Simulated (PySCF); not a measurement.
Computed with PBE-D3(BJ)/def2-TZVP // r2SCAN-D4/def2-TZVP in PySCF. Gas-phase values, no solvent. Excitations are Tamm–Dancoff values on a coarser integration grid. The basis has no diffuse functions, so Rydberg states are missing or too high.

Reference species (SMILES): `[NH2][AlH2]` (neutral, multiplicity 1).

```yaml
HOMO: -6.22 eV
brightest of the four lowest singlets (TDA): 5.72 eV
LUMO: -1.39 eV
HOMO–LUMO gap: 4.83 eV
```

Changed species: `[NH2][Al]([NH2])[NH2]` (0 of 3 NH2 replaced by H; the reference has 2 of 3 NH2 replaced by H).

Question: Give the shifts of the HOMO, brightest of the four lowest singlets (TDA), LUMO and HOMO–LUMO gap.

Answer: the HOMO rises by 0.94 eV, to -5.28 eV; the brightest of the four lowest singlets (TDA) goes up by 0.05 eV, to 5.77 eV; the LUMO goes up by 0.89 eV, to -0.50 eV; the HOMO–LUMO gap drops by 0.05 eV, to 4.78 eV.
